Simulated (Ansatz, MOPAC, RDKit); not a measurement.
System: C$_{2}$HClF$_{2}$ (charge 0, singlet). SMILES: ClC=C(F)F

Atoms: C1, C2, F3, F4, Cl5, H6. Bonds: C1-C2, C1-Cl5, C1-H6, C2-F3, C2-F4.

Bond lengths (Å) and angles (degrees) optimised at MMFF94 with RDKit; PM6 with MOPAC; PM7 with MOPAC; HF/6-31G* with Ansatz (a quantum-chemistry and plane-wave program); B3LYP/LANL2DZ with Ansatz; B3LYP/6-31G* with Ansatz, each started from the B3LYP-D3(BJ)/def2-TZVP structure (Ansatz) of the last column. A row stands for all coordinates that are equal there; 8 of 11 kinds are shown. 6-31G* holds six Cartesian d functions. No wavenumbers were computed at MMFF94, B3LYP/LANL2DZ, so these may be saddle points.

```tsv
coordinate	MMFF94	PM6	PM7	HF/6-31G*	B3LYP/LANL2DZ	B3LYP/6-31G*	B3LYP-D3(BJ)/def2-TZVP
C1-C2	1.331	1.332	1.331	1.307	1.334	1.328	1.321
C1-Cl5	1.711	1.706	1.695	1.722	1.789	1.734	1.721
C1-H6	1.081	1.090	1.083	1.068	1.080	1.080	1.077
C2-F3	1.350	1.317	1.311	1.300	1.374	1.324	1.321
C2-F4	1.349	1.316	1.310	1.295	1.366	1.318	1.314
C2-C1-Cl5	124.0	119.2	119.2	122.6	122.5	122.3	122.5
C1-C2-F3	119.4	126.9	125.9	123.1	123.0	122.9	123.2
C1-C2-F4	121.0	126.0	126.9	126.0	126.5	125.7	125.9
```

Mean signed difference of all 5 bond lengths from B3LYP-D3(BJ)/def2-TZVP: MMFF94 0.013 Å, PM6 0.001 Å, PM7 -0.005 Å, HF/6-31G* -0.013 Å, B3LYP/LANL2DZ 0.038 Å, B3LYP/6-31G* 0.006 Å.
